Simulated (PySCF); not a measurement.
**Broadened absorption spectrum of C6H14BN**

C6H14BN.
Cartesian coordinates in Å at the PBE0-D3(BJ)/def2-SVP level; atoms count from 1:
```xyz
22
C6H14BN angstrom
C     -2.2134   -0.4801   -1.1442
N     -1.4488   -0.0481   -0.0005
C     -2.2663    0.3080    1.1328
B     -0.0484    0.0138    0.0115
C      0.9236   -0.3620   -1.1935
C      2.3042   -0.4132   -0.5228
C      2.2512    0.6325    0.5939
C      0.8643    0.4721    1.2345
H     -2.9019    0.3134   -1.4892
H     -1.5485   -0.7406   -1.9763
H     -2.8309   -1.3657   -0.9047
H     -2.8850   -0.5462    1.4645
H     -2.9578    1.1351    0.8871
H     -1.6400    0.6235    1.9759
H      0.8936    0.4701   -1.9247
H      0.6765   -1.2737   -1.7610
H      2.4545   -1.4113   -0.0732
H      3.1448   -0.2536   -1.2178
H      3.0860    0.5366    1.3074
H      2.3336    1.6400    0.1481
H      0.8856   -0.3569    1.9697
H      0.5313    1.3629    1.7909
```

Computed with TDDFT CAM-B3LYP/def2-SVPD, vertical, gas phase, core orbitals frozen in the response (PySCF).

Computed states:

```tsv
state	E (eV)	f
S1	6.46	0.012
S2	7.10	0.030
S3	7.27	0.339
S4	7.48	0.011
S5	7.61	0.022
S6	7.64	0.0000
S7	8.17	0.0030
S8	8.34	0.0028
S9	8.37	0.0009
S10	8.48	0.0001
```

Each state is given a Gaussian of 0.4 eV full width at half maximum, with ε(max) = 2.175×10⁸ f / Δν̃ (Δν̃ the width in cm⁻¹). The width is an assumption, not a result. The curve ends short of the highest state used, and states not computed would add to its high-energy end.

Question: Give the broadened spectrum and its maxima.

Answer: 
| λ (nm) | ε (L mol⁻¹ cm⁻¹) |
| --- | --- |
| 157.4 | 587 |
| 159.3 | 1321 |
| 161.1 | 2681 |
| 163.0 | 5385 |
| 164.8 | 9780 |
| 166.7 | 16112 |
| 168.6 | 22059 |
| 170.4 | 24593 |
| 172.3 | 22626 |
| 174.2 | 17180 |
| 176.0 | 11254 |
| 177.9 | 6181 |
| 179.8 | 2974 |
| 181.6 | 1383 |
| 183.5 | 679 |
| 185.4 | 516 |
| 187.2 | 591 |
| 189.1 | 734 |
| 191.0 | 829 |
| 192.8 | 824 |
| 194.7 | 717 |
| 196.6 | 549 |
| 198.4 | 380 |
| 200.3 | 231 |
| 202.2 | 126 |
| 204.0 | 64 |
| 205.9 | 29 |
| 207.8 | 12 |
| 209.6 | 5 |
| 211.5 | 2 |

Maxima: 192 nm (6.46 eV), ε about 840, made up of S1 (100%); 171 nm (7.27 eV), ε about 25000, made up of S3 (93%) (ε in L mol⁻¹ cm⁻¹; maxima over ε = 5, shares over 10%).

Question: On this curve, what absorbance would a 10⁻³ mol/L sample give at 193 nm over a 1 cm path?

Answer: 193 nm is 6.424 eV, where ε is about 820 L mol⁻¹ cm⁻¹, so A = ε c l ≈ 0.82 (Beer–Lambert, with the gas-phase spectrum and the assumed width).

Question: Coming from long wavelengths, where does ε first pass 100 L mol⁻¹ cm⁻¹?

Answer: At about 203 nm (6.11 eV), 0.35 eV below S1.

Question: What would ε be at 7.27 eV, the highest of these maxima, with half the width (0.2 eV)?

Answer: About 46300 L mol⁻¹ cm⁻¹ against 24600, a factor of about 1.9; a lone state at its own centre would give exactly 2.

The vertical ionisation energy (ΔSCF) is 8.94 eV, 0.46 eV above S10.

One conformer stands for the species.

Without π bonds the low states are Rydberg-like; a valence basis with one diffuse set may place them up to an eV too high.
